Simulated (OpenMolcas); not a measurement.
## 3d² along the 20-electron sequence

```
Program             : OpenMolcas
Method              : SS-RASPT2, IPEA 0.25 Eh, imaginary shift 0.1 Eh
Basis               : ANO-RCC-VTZP
Scalar Hamiltonian  : DKH2, point nucleus
Spin-orbit coupling : RASSI with atomic mean-field integrals over the reference wave functions, term energies averaged over their components
```

Active space for each ion: 8 electrons in 8 orbitals (RAS1 3p, at most 2 holes; RAS2 3d); closed shells correlated by CASPT2: 3s.

Computed levels in cm-1 above ³F₂:

```csv
Level,Cr4+,Mn5+,Co7+
³F₃,534,785,1415
³F₄,1214,1772,3150
¹D₂,13320,15780,20080
³P₀,16100,18710,23020
³P₁,16290,18990,23550
³P₂,16700,19620,24790
¹G₄,22320,26140,32910
¹S₀,51470,60230,76070
weight of ³F in the lowest level (%),100,100,100
```

Measured, with the error of the calculation in %. Measured levels: Cr4+ from Sugar and Corliss, J. Phys. Chem. Ref. Data 6, 317 (1977); Mn5+ from Corliss and Sugar, J. Phys. Chem. Ref. Data 6, 1253 (1977); Co7+ from Sugar and Corliss, J. Phys. Chem. Ref. Data 10, 1097 (1981).

```csv
Level,Cr4+,Mn5+,Co7+
³F₃,508 (+5.1),746 (+5.2),1430 (-1.0)
³F₄,1142 (+6.3),1669 (+6.2),3144 (+0.3)
¹D₂,13188 (+1.0),15336 (+2.9),19624 (+2.3)
³P₀,15492 (+3.9),17782 (+5.2),22304 (+3.2)
³P₁,15677 (+3.9),18057 (+5.2),22839 (+3.1)
³P₂,16041 (+4.1),18628 (+5.3),24055 (+3.1)
¹G₄,22019 (+1.4),25511 (+2.5),32360 (+1.7)
¹S₀,51146 (+0.6),,74247 (+2.5)
```

The fine-structure level ³F₄ changes by a factor of 2.59 from Cr4+ to Co7+. Its fourth root runs 5.90, 6.49, 7.49, with steps per unit of Z of 0.59, 0.50; equal steps would mean a (Z - σ)^4 law with constant σ.

¹D₂ changes by a factor of 1.51 over the same range, with steps per unit of Z of +2460, +2150 cm-1.

CASPT2 does not keep the components of a term degenerate, so their means are used; among the terms shown or strongly mixed into the levels shown the widest spread is 360 cm-1 (3d² ³F, Cr4+). Active for correlation alone: 3p; no level in the range computed is led by a configuration that opens it, so any true level of that kind is missing. Computed and measured levels are paired by configuration, term and J; levels that our copy of the source lacks, or whose pairing is in doubt (as where it misses far off the trend of its configuration), stay unpaired and out of the deviations. Levels of configurations outside the active space are missing.
